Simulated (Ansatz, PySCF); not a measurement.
Molecule: C4H8N, net charge 0, doublet state. It need not be the lowest isomer of its formula. 
Coordinates optimised at B3LYP-D3(BJ)/def2-TZVP (Ansatz, a program for electronic structure):
```
C
H 1 1.0970
N 1 1.4541 2 113.95
H 3 1.0146 1 110.63 2 59.19
H 3 1.0146 4 106.99 1 120.57
C 1 1.5581 2 110.94 3 -131.15
H 6 1.0950 1 116.45 2 14.83
H 6 1.0976 7 107.92 1 -126.60
C 6 1.4968 7 117.49 8 -131.29
H 9 1.0809 6 132.80 7 59.07
C 9 1.4968 10 132.80 6 -172.49
H 11 1.0950 9 117.49 10 -59.07
H 11 1.0976 12 107.92 9 -131.29
```
Charge 0, spin multiplicity 2.

Dipole moments at this geometry, in debye (magnitudes).

```tsv
level	program	dipole (D)
PBE/def2-TZVPD	Ansatz	1.29
BLYP/def2-TZVPD	Ansatz	1.28
revPBE/def2-TZVPD	Ansatz	1.27
r2SCAN/def2-TZVPD	Ansatz	1.29
B3LYP/def2-TZVPD	Ansatz	1.29
PBE0/def2-TZVPD	Ansatz	1.29
TPSSh/def2-TZVPD	PySCF	1.27
r2SCANh/def2-TZVPD	Ansatz	1.29
CAM-B3LYP/def2-TZVPD	PySCF	1.32
LC-wPBE/def2-TZVPD	Ansatz	1.33
wB97M-V/def2-TZVPD	Ansatz	1.30
wB97X-V/def2-TZVPD	Ansatz	1.32
CCSD(T)/aug-cc-pVDZ	Ansatz	1.29
```
